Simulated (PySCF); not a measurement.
# Vertical excitation energies

[(Cl)2Al]2O.
Geometry (PBE0-D3(BJ)/def2-SVP, Å), atoms numbered from 1 in this order:
```xyz
7
Al2Cl4O angstrom
Al    -1.3831   -0.8950    0.2938
Cl    -3.1330   -0.5308   -0.7659
Cl    -1.3672   -2.3619    1.7667
O      0.0102   -0.0161   -0.0342
Al     1.4092    0.8666   -0.3241
Cl     2.7721    0.2315   -1.7588
Cl     1.7836    2.6037    0.7538
```

Theory: TDDFT B3LYP/def2-SVPD, vertical, gas phase, core orbitals frozen in the response in PySCF.

```json
{"state": "S1", "λ (nm)": "198.2", "E (eV)": "6.26", "f": "0.0029", "main configurations (H = HOMO, L = LUMO)": "H-1/H→L (≥93%)"}
{"state": "S2", "λ (nm)": "198.0", "E (eV)": "6.26", "f": "0.0030", "main configurations (H = HOMO, L = LUMO)": "H-1/H→L (≥93%)"}
{"state": "S3", "λ (nm)": "187.6", "E (eV)": "6.61", "f": "0.0000", "main configurations (H = HOMO, L = LUMO)": "H-3/H-2→L (≥91%)"}
{"state": "S4", "λ (nm)": "187.3", "E (eV)": "6.62", "f": "0.0000", "main configurations (H = HOMO, L = LUMO)": "H-3/H-2→L (≥91%)"}
{"state": "S5", "λ (nm)": "181.1", "E (eV)": "6.85", "f": "0.0003", "main configurations (H = HOMO, L = LUMO)": "H-5→L (88%)"}
{"state": "S6", "λ (nm)": "181.0", "E (eV)": "6.85", "f": "0.0001", "main configurations (H = HOMO, L = LUMO)": "H-6→L (88%)"}
{"state": "S7", "λ (nm)": "180.4", "E (eV)": "6.87", "f": "0.123", "main configurations (H = HOMO, L = LUMO)": "H-4→L (94%)"}
{"state": "S8", "λ (nm)": "177.9", "E (eV)": "6.97", "f": "0.0001", "main configurations (H = HOMO, L = LUMO)": "H-7→L (92%)"}
{"state": "S9", "λ (nm)": "176.2", "E (eV)": "7.04", "f": "0.0000", "main configurations (H = HOMO, L = LUMO)": "H-1/H→L+3 (50%), H-1/H→L+2 (48%)"}
{"state": "S10", "λ (nm)": "175.9", "E (eV)": "7.05", "f": "0.0000", "main configurations (H = HOMO, L = LUMO)": "H-1/H→L+2 (≥53%), H-1/H→L+3 (≥41%)"}
{"state": "S11", "λ (nm)": "169.5", "E (eV)": "7.32", "f": "0.0003", "main configurations (H = HOMO, L = LUMO)": "H-1/H→L+1 (≥86%)"}
{"state": "S12", "λ (nm)": "169.3", "E (eV)": "7.32", "f": "0.0003", "main configurations (H = HOMO, L = LUMO)": "H-1/H→L+1 (≥86%)"}
{"state": "S13", "λ (nm)": "166.5", "E (eV)": "7.45", "f": "0.079", "main configurations (H = HOMO, L = LUMO)": "H-8→L (73%), H-3/H-2→L+2 (≥10%), H-3/H-2→L+3 (≥9%)"}
{"state": "S14", "λ (nm)": "166.2", "E (eV)": "7.46", "f": "0.076", "main configurations (H = HOMO, L = LUMO)": "H-9→L (71%), H-3/H-2→L+3 (≥9%), H-3/H-2→L+2 (≥9%)"}
```

Triplets (Tamm–Dancoff): T1 6.07 eV, H-1/H→L (≥88%); T2 6.08 eV, H-1/H→L (≥88%); T3 6.43 eV, H-3/H-2→L (≥87%), H-3/H-2→L+1 (≥8%); T4 6.43 eV, H-3/H-2→L (≥86%), H-3/H-2→L+1 (≥9%).

The lowest singlet level (S1/S2) comes at 198 nm (604 kJ/mol) in the vacuum ultraviolet; it is weak. The strongest level in the table is S13/S14 at 7.45 eV (166 nm, f = 0.155 summed). It is the last of those listed, so stronger ones may follow. S1/S2, S5/S6, S11/S12 and S13/S14 lie within about 0.01 eV of each other in each set. Löwdin shares by element: HOMO (one of a set within 0.03 eV) chlorine 81% or more, oxygen 10%; LUMO aluminium 56%, oxygen 10%, chlorine 9% or more (atoms not listed hold the other 26%). Weighted by f, the mean energy of these states is 7.18 eV. The listed states span 1.20 eV, and the widest gap between neighbours is 0.35 eV (S2 to S3). Of the 14 states listed, 3 reach f = 0.01 and 9 stay under 0.0005. No computed singlet lies in the visible range (380 to 750 nm); the lowest, at 198 nm, stands 2.99 eV above its violet end (3.26 eV). Orbitals of the list HOMO-3 to LUMO+2 that lie within 0.01 eV of each other are written together with a slash and their weights summed (≥ marks a lower bound); for degenerate orbitals outside that list single weights are arbitrary. The window holds the lowest 15 singlets. The highest level found (7.54 eV, f 0.107 so far) is left out, since the window may have cut off a degenerate partner.

The run took 30 s wall (grids of density and orbitals included) on one thread, Intel Xeon at 2.60 GHz (x86_64), no GPU, shared host, and the process peaked at 0.78 GiB of memory.
